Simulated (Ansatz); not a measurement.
Breaking the Al1–H2 bond in CH5AlO (SMILES C[O][AlH2]) (multiplicity 1 held, fragments rigid). Energies count from the point at 1.571 Å.
Geometry at that point (charge 0, multiplicity 1):
```xyz
8

Al    -0.48448     0.89781     0.62601
H     -0.45267     1.21771     2.16386
H     -1.22107     1.77313    -0.46313
O      0.33969    -0.49209     0.13374
C      0.56151    -1.13057    -1.10068
H      0.08823    -0.60053    -1.93547
H      1.63509    -1.19352    -1.29911
H      0.16204    -2.14812    -1.07007
```

Restricted levels (R-, RO-) in cc, def2 and unpolarised 6-31G sets keep to the state of the molecule at rest. U- levels take the lowest unrestricted solution at each point, which mixes spins at long bonds. Active spaces are followed from a long bond inwards. Curves can end on different states.

Correlated levels freeze the cores.

Programs: Ansatz (a quantum-chemistry and plane-wave program). Each number belongs to the level named beside it.

Energies in kJ/mol.

```tsv
R (Å)	U-MP2/cc-pV(D+d)Z	R-CCSD/cc-pV(D+d)Z	R-CCSD(T)/cc-pV(D+d)Z	FIC-MRCISD+Q on CASSCF(2,2)/cc-pV(D+d)Z
1.257	107	106	107	106
1.414	21	21	21	21
1.571	0	0	0	0
1.728	14	13	13	13
1.885	47	45	44	44
2.121	112	106	105	105
2.357	193	169	167	166
2.749	292	258	253	252
3.142	325	318	308	308
3.614	338	358	336	341
4.242	342	378	339	355
5.028	343	384	329	358
```

Doubts at one or more of the structures used: a spin-contaminated determinant (U-MP2/cc-pV(D+d)Z); a restricted determinant that unrestricted orbitals would lower (R-CCSD/cc-pV(D+d)Z, R-CCSD(T)/cc-pV(D+d)Z); other coupled-cluster roots lie near (R-CCSD/cc-pV(D+d)Z, R-CCSD(T)/cc-pV(D+d)Z); T1 above 0.05 (R-CCSD/cc-pV(D+d)Z, R-CCSD(T)/cc-pV(D+d)Z).
